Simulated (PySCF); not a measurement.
Method: PBE-D3(BJ)/def2-TZVP // B3LYP-D3(BJ)/def2-TZVP (PySCF). All species are isolated molecules in the gas phase. 

Reference species (SMILES): `C#C[SiH3]` (neutral, multiplicity 1).

```yaml
HOMO–LUMO gap: 6.07 eV
LUMO: -1.04 eV
```

Changed species: `C#CSC` (X = methylthio; the reference has X = silyl).

Predict the effect on the HOMO–LUMO gap and LUMO.

the HOMO–LUMO gap falls by 1.87 eV, to 4.20 eV; the LUMO decreases by 0.17 eV, to -1.21 eV.
